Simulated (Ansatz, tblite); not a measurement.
Isomers of Zn$_{2}$Te⁺ (doublet), found by a short tight-binding search and relaxed with PBE-D4/def2-TZVP in Ansatz.

In the def2 sets Te takes a core potential; there is no spin–orbit coupling. The xTB rows come from tblite. B3LYP takes the VWN-RPA correlation. HSE06 is defined as in plane-wave codes, on full-range PBE exchange. Correlated methods freeze 22 core orbitals; core or outer-core shells of Te are correlated, in sets that lack core-valence functions. In CCSD on the charge 1 doublet the largest single amplitude is 0.23, so its Hartree–Fock determinant may place the open shell otherwise than the density functionals do.

Run but left out: HF/def2-TZVP, MP2/def2-TZVP (A: ⟨S²⟩ 1.05, where a pure state has 0.75).

A: At CCSD(T)/def2-TZVP the charge 1 doublet is spin-contaminated (final ⟨S²⟩ up to 1.05, 0.75 for a pure state).

Other spin states were run for one of them alone.

A:

```xyz
3

Zn    0.864    1.498   -1.357
Zn   -0.962   -1.905    0.526
Te    0.098    0.408    0.831
```

B:

Cartesian coordinates in Å:
```
Zn -0.499 -0.930 1.128
Zn -0.689 0.157 -1.374
Te 1.188 0.773 0.246
```

Task: Estimate their order by electronic energy at PBE0-D4/def2-TZVP, counted from the lowest.

Result: A (0.0) < B (0.8), in kcal/mol.

Task: Do the other levels pick the same lowest one?

Result: Not GFN1-xTB, r2SCAN-D4/def2-TZVP, CCSD/def2-TZVP, CCSD(T)/def2-TZVP. Energies above each level's lowest (kcal/mol):

```
              level    A    B
           GFN1-xTB  1.2  0.0
           GFN2-xTB  0.0  7.2
   PBE-D4/def2-TZVP  0.0  1.9
r2SCAN-D4/def2-TZVP  0.1  0.0
 B3LYP-D4/def2-TZVP  0.0  4.0
  PBE0-D4/def2-TZVP  0.0  0.8
 HSE06-D4/def2-TZVP  0.0  1.1
     CCSD/def2-TZVP  1.5  0.0
  CCSD(T)/def2-TZVP  2.8  0.0
```
Point groups (tolerance 0.1 Å): A C2v, B C2v. Lower isomers may exist.
